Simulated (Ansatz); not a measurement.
C3H9Si, SMILES C[Si](C)C (connectivity only; charge and spin as stated), charge +1, multiplicity 1.

Geometry: ωB97X-D3(BJ)/def2-SVP. The multiplicity is an assumed one; no other spin state was optimised. The isomer is the one that the SMILES or the coordinates give; other isomers of the formula were not compared.

Two levels are set side by side: PBE/def2-SVPD (Ansatz, a quantum-chemistry and plane-wave program) and CAM-B3LYP/def2-SVPD (Ansatz). Energy differences of separate SCF runs at the same geometry; the states with an electron removed or added have multiplicity 2 and 2. Differences are taken from unrounded values.

| quantity | CAM-B3LYP |
|---|---|
| vertical ionisation energy (eV) | 17.04 |
| vertical electron affinity (eV) | 5.55 |
| vertical singlet–triplet gap (eV) | 5.44 |

Question: What does PBE give, and how far is it from CAM-B3LYP? (An estimate is asked for; the answer gives what the named calculation found.)

Answer: 
```csv
quantity,PBE,PBE minus CAM-B3LYP
vertical ionisation energy (eV),16.48,-0.56
vertical electron affinity (eV),5.58,0.03
vertical singlet–triplet gap (eV),4.89,-0.54
```
